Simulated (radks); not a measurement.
Species: Dy2+. Configuration: [Xe] 4f10. Method: scalar-relativistic Kohn-Sham, revPBE, spin-polarised, spherical densities, point nucleus; open shells are filled with parallel spins first (spin-orbit coupling, left out, can overturn this in heavy ions); computed with a radial shooting solver on a logarithmic mesh with Libxc functionals.

Normalised radial functions P(r) = r R(r), r in bohr:

r           5s up  4f down
0.001151   0.0516   0.0000
0.001524   0.0641   0.0000
0.002016   0.0790   0.0000
0.002667   0.0961   0.0000
0.003529   0.1148   0.0000
0.004669   0.1339   0.0000
0.006178   0.1510   0.0000
0.008175   0.1618   0.0000
0.01082    0.1605   0.0000
0.01431    0.1389   0.0001
0.01894    0.0892   0.0004
0.02505    0.0071   0.0010
0.03289   -0.0972   0.0027
0.04351   -0.2036   0.0069
0.05757   -0.2586   0.0171
0.07617   -0.2009   0.0402
0.1008    -0.0058   0.0885
0.1334     0.2505   0.1796
0.1764     0.3750   0.3313
0.2335     0.1848   0.5460
0.3089    -0.2537   0.7910
0.4087    -0.5496   0.9945
0.5408    -0.3231   1.0738
0.7155     0.3315   0.9989
0.9392     0.8960   0.8224
1.243      1.0232   0.6068
1.644      0.7360   0.4065
2.176      0.3520   0.2454
2.879      0.1086   0.1318
3.809      0.0201   0.0609
5.039      0.0019   0.0217

5s up: eigenvalue -63.744 eV, 4 radial nodes at r = 0.0256, 0.101, 0.265, 0.628 bohr, <r> = 1.29 bohr, 90 % of the charge inside 1.87 bohr. 4f down: eigenvalue -15.296 eV, 0 radial nodes, <r> = 0.892 bohr, 90 % of the charge inside 1.58 bohr.
